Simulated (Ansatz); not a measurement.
`BOB[SiH3]` and `[SiH3]BO[SiH3]` differ in one atom or group.

Ansatz, PBE0-D4/def2-TZVP geometries, multiplicity 1. Each molecule was computed in one conformer, which needn't be the lowest.

```
                                                                                  property  `BOB[SiH3]`
                                            size of the dipole moment (PBE/def2-TZVPP) / D         0.60
                                                         LUMO energy (PBE/def2-TZVPP) / eV        -3.02
ideal-gas entropy at 298 K and 1 bar (rigid rotor, harmonic PBE0-D4/def2-TZVP) / J/(mol·K)          338
                                                        LUMO energy (PBE0/def2-TZVPP) / eV        -1.97
                                                   HOMO–LUMO gap (ωB97M-V/def2-TZVPP) / eV        10.24
                                                     LUMO energy (ωB97M-V/def2-TZVPP) / eV         0.04
```

**Question.** Give the same properties after the change, and the shifts. (Best estimate.)

**Answer.** The calculation gave: 
```
                                                                                  property  `[SiH3]BO[SiH3]`  shift
                                            size of the dipole moment (PBE/def2-TZVPP) / D              1.69   1.09
                                                         LUMO energy (PBE/def2-TZVPP) / eV             -2.24   0.78
ideal-gas entropy at 298 K and 1 bar (rigid rotor, harmonic PBE0-D4/def2-TZVP) / J/(mol·K)               360     22
                                                        LUMO energy (PBE0/def2-TZVPP) / eV             -1.27   0.70
                                                   HOMO–LUMO gap (ωB97M-V/def2-TZVPP) / eV             10.52   0.28
                                                     LUMO energy (ωB97M-V/def2-TZVPP) / eV              0.68   0.64
```

With PBE0 the HOMO rises by 0.35 eV and the LUMO rises by 0.70 eV, so the gap widens by about 0.35 eV. PBE moves the HOMO by 0.32 eV and ωB97M-V by 0.36 eV. The zero-point energy changes by 11.0 kJ/mol with +3 modes. Dipoles are sizes alone; their direction can turn. Modes under 60 cm⁻¹, often nearly free rotors, make the harmonic entropy too high.
